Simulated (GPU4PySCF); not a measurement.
C8H12CuN4, SMILES CC#[N]->[Cu+](<-[N]#CC)(<-[N]#CC)<-[N]#CC, charge +1, multiplicity 1.

Coordinates come from a PBE0-D3(BJ)/def2-TZVP optimisation. The spin state was assumed, not searched. The isomer is the one that the SMILES or the coordinates give; other isomers of the formula were not compared.

Two levels are set side by side: PBE/def2-TZVPD (GPU4PySCF) and B3LYP/def2-TZVPD (GPU4PySCF). Same geometry, gas phase. Differences are taken from unrounded values.

```json
[
 {"quantity": "orbital gap (eV)", "B3LYP": "6.09"},
 {"quantity": "highest occupied level (eV)", "B3LYP": "-9.01"},
 {"quantity": "lowest empty level (eV)", "B3LYP": "-2.93"},
 {"quantity": "mean polarisability (bohr³)", "B3LYP": "146.5"}
]
```

Task: What does PBE give, and how far is it from B3LYP? (The exact figures need the calculation; the answer reports its results.)

Result: 
```json
[
 {"quantity": "orbital gap (eV)", "PBE": "4.14", "PBE minus B3LYP": "-1.94"},
 {"quantity": "highest occupied level (eV)", "PBE": "-7.81", "PBE minus B3LYP": "1.20"},
 {"quantity": "lowest empty level (eV)", "PBE": "-3.67", "PBE minus B3LYP": "-0.74"},
 {"quantity": "mean polarisability (bohr³)", "PBE": "159.5", "PBE minus B3LYP": "13.0"}
]
```

Without exact exchange PBE keeps part of each electron's self-repulsion, which lifts occupied levels and narrows the gap. Loosely held outer electrons make PBE densities more polarisable. Differences between two approximate levels are no errors against the true value.
